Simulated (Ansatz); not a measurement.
H4NO3Ta, SMILES `[NH2][Ta](=[O])([OH])[OH]`. Total charge 0; spin multiplicity 1. Ta: def2 effective core potential.

```
atom    x (Å)    y (Å)    z (Å)
  N1   0.4640  -1.3358   0.7696
 Ta2  -0.4042   0.1927  -0.1403
  O3  -2.0936  -0.0105   0.1205
  O4  -0.0945   0.1977  -2.0330
  O5   0.2389   1.8242   0.6257
  H6   1.4580  -1.4549   0.8998
  H7  -0.0382  -2.0938   1.2062
  H8   0.6983   0.1817  -2.5664
  H9  -0.2287   2.4988   1.1178
```

Q: List the harmonic frequencies (cm⁻¹, unscaled) at PBE0-D4/def2-TZVP in Ansatz. (Estimate.)

A: The calculation gave: 171, 179, 189, 204, 223, 236, 357, 372, 411, 476, 537, 595, 677, 697, 710, 1005, 1549, 3582, 3678, 3941, 3958.

Q: Is this a minimum?

A: Yes, all 21 modes are real.

Q: Give the ideal-gas thermochemistry at 298.15 K and 1 bar (rigid rotor, harmonic oscillator; point group C1, symmetry number 1).

A: Zero-point energy 142.0 kJ/mol; H(298) − E = 166.0 kJ/mol; entropy 368.4 J/(mol·K), of which translation 177.6, rotation 112.2, vibration 78.6; G(298) − E = 56.2 kJ/mol.
